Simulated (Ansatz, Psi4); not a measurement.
System: C3H6F, net charge 0, doublet state. SMILES: [CH2]CCF
Geometry: optimised at B3LYP-D3(BJ)/def2-TZVP (Ansatz, a first-principles code).

Property: size of the dipole moment, in D. Terms: 6-311+G** with 5d; non-relativistic; UHF or UKS for open shells; six Cartesian d functions in 6-31G* and its kin unless marked 5d; spin-orbit terms left out; dispersion terms only where a functional's name holds one. Ab initio and DFT rows: single points at B3LYP-D3(BJ) geometries (Ansatz).

```json
[
 {"level": "PBE/6-31G*", "program": "Ansatz", "size of the dipole moment (D)": "1.58"},
 {"level": "PBE/6-311+G**", "program": "Ansatz", "size of the dipole moment (D)": "1.97"},
 {"level": "B3LYP/6-31G", "program": "Ansatz", "size of the dipole moment (D)": "2.01"},
 {"level": "B3LYP/6-31G*", "program": "Ansatz", "size of the dipole moment (D)": "1.70"},
 {"level": "B3LYP/6-31+G*", "program": "Ansatz", "size of the dipole moment (D)": "2.06"},
 {"level": "B3LYP/6-31G**", "program": "Ansatz", "size of the dipole moment (D)": "1.69"},
 {"level": "wB97X-D/6-31G*", "program": "Psi4", "size of the dipole moment (D)": "1.77"}
]
```

No value to compare with is used here. The 7 habitual levels span 1.58 (PBE/6-31G*) to 2.06 D (B3LYP/6-31+G*).

The levels are drawn from those run, B3LYP/6-31G* more often than the rest, none by its result; left out are runs that failed, that the program found above a lower state of the same kind, or whose <S^2> lies over 0.5 above the pure value.
